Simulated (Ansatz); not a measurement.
The same path of C₄H₆BN (12 atoms, charge 0, multiplicity 1) was run twice with different band settings.

Computed with Ansatz, RKS PBE0-D4/6-31G*.

Relaxed end points:

```xyz
12
Properties=species:S:1:pos:R:3
C 0.180 -1.667 0.948
C 0.744 -0.821 -0.201
B -0.060 0.412 -0.593
C -0.795 1.544 -0.976
C -0.672 2.762 -0.267
N -0.565 3.760 0.324
H 0.817 -2.537 1.136
H -0.827 -2.026 0.718
H 0.123 -1.085 1.872
H 1.772 -0.493 0.014
H 0.841 -1.424 -1.120
H -1.481 1.519 -1.822
```

```xyz
12
Properties=species:S:1:pos:R:3
C 0.209 -1.676 0.955
C 0.596 -0.888 -0.302
B 0.246 0.595 -0.312
C -0.070 1.961 -0.345
C -1.316 2.403 -0.845
N -2.346 2.757 -1.259
H 0.495 -2.727 0.856
H -0.870 -1.634 1.130
H 0.705 -1.273 1.843
H 1.676 -0.967 -0.502
H 0.125 -1.323 -1.199
H 0.628 2.717 0.015
```

Common settings: movable images 5; climbing image yes; spring 5.0 eV/Å²; optimiser quadratic models (default); start path through a guess of the saddle point; iteration limit 60; end points relaxed.

| run | force threshold |
| --- | --- |
| 1 | 0.05 eV/Å |
| 2 | 0.2 eV/Å |

Question: What does each run give, and how far can it be trusted?

Answer: Run 1: converged after 28 iterations, highest image 0.031 eV above the first end. A vibrational analysis at the climbing image gives no mode beyond 40i cm⁻¹: the surface is too flat there to confirm a saddle point.
Run 2: converged after 18 iterations, highest image 0.057 eV above the first end. The threshold of 0.2 eV/Å is loose, so the images may lie well off the minimum-energy path. The order of the stationary point at the top wasn't checked.
